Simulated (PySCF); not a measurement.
**Working out the excitation energy of F²⁺**

F²⁺ [He] 2s2 2p3 (4S) → F²⁺ [He] 2s1 2p4 (4P). All numbers are calculated (PySCF 2.14, no relativity, point nucleus, in aug-cc-pVTZ). Frozen: 1s2. Energies in hartree (1 hartree = 27.21139 eV):

```json
{"part": "UHF", "F²⁺ (lower)": "-97.603766", "F²⁺ (upper)": "-96.910284"}
{"part": "CCSD correlation", "F²⁺ (lower)": "-0.113799", "F²⁺ (upper)": "-0.113519"}
{"part": "(T)", "F²⁺ (lower)": "-0.001196", "F²⁺ (upper)": "-0.001392"}
```

Task: What does Hartree-Fock give?

Result: (-96.910284) − (-97.603766) = 0.693482 hartree = 18.871 eV.

Task: What do CCSD and CCSD(T) give?

Result: The CCSD correlation energies differ by 0.000280 hartree = 0.008 eV and the triples by -0.000196 hartree = -0.005 eV, so CCSD gives 18.879 eV and CCSD(T) 18.874 eV.
